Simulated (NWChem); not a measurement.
# CH4AlBr; SMILES [CH3][AlH][Br]

Program: NWChem. All runs use the structure optimised with B3LYP/6-31G* (spherical d). Ions are spin-unrestricted doublets at the neutral geometry; other ion states weren't tried.

```csv
level,"vertical ionisation energy, ΔSCF (eV)",−ε(HOMO) (eV),ΔSCF minus −ε(HOMO) (eV)
B3LYP/def2-TZVP,(withheld),(withheld),(withheld)
PBE/def2-TZVP,9.69,6.76,2.93
Hartree-Fock/def2-TZVP,9.93,10.93,-1.00
```

Task: Fill in the missing entries.

Result: 
- B3LYP/def2-TZVP, vertical ionisation energy, ΔSCF (eV): 10.02
- B3LYP/def2-TZVP, −ε(HOMO) (eV): 7.77
- B3LYP/def2-TZVP, ΔSCF minus −ε(HOMO) (eV): 2.25
